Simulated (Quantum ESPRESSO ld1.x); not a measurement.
All-electron atom: Os+ in [Xe] 4f14 5d6 6p1 (not the ground configuration). All-electron calculation, scalar-relativistic Kohn-Sham, LDA (Slater exchange, VWN5 correlation), spin-polarised, spherical densities, point nucleus; open shells are filled with parallel spins first. Program: ld1.x of Quantum ESPRESSO 7.5.

Normalised radial functions P(r) = r R(r), r in bohr:

| r | 5d up |
|---|---|
| 0.003149 | 0.0001 |
| 0.004293 | 0.0003 |
| 0.005912 | 0.0007 |
| 0.008061 | 0.0016 |
| 0.01099 | 0.0037 |
| 0.01498 | 0.0081 |
| 0.02064 | 0.0178 |
| 0.02814 | 0.0363 |
| 0.03836 | 0.0699 |
| 0.0523 | 0.1230 |
| 0.07203 | 0.1936 |
| 0.0982 | 0.2484 |
| 0.1339 | 0.2309 |
| 0.1825 | 0.0828 |
| 0.2514 | -0.1807 |
| 0.3428 | -0.3708 |
| 0.4673 | -0.2893 |
| 0.6372 | 0.0829 |
| 0.8687 | 0.5328 |
| 1.196 | 0.8053 |
| 1.631 | 0.7834 |
| 2.224 | 0.5673 |
| 3.032 | 0.3088 |
| 4.176 | 0.1152 |
| 5.693 | 0.0278 |
| 7.762 | 0.0036 |
| 10.58 | 0.0002 |

5d up: eigenvalue -16.723 eV, 2 radial nodes at r = 0.204, 0.602 bohr, <r> = 1.73 bohr, 90 % of the charge inside 2.68 bohr.
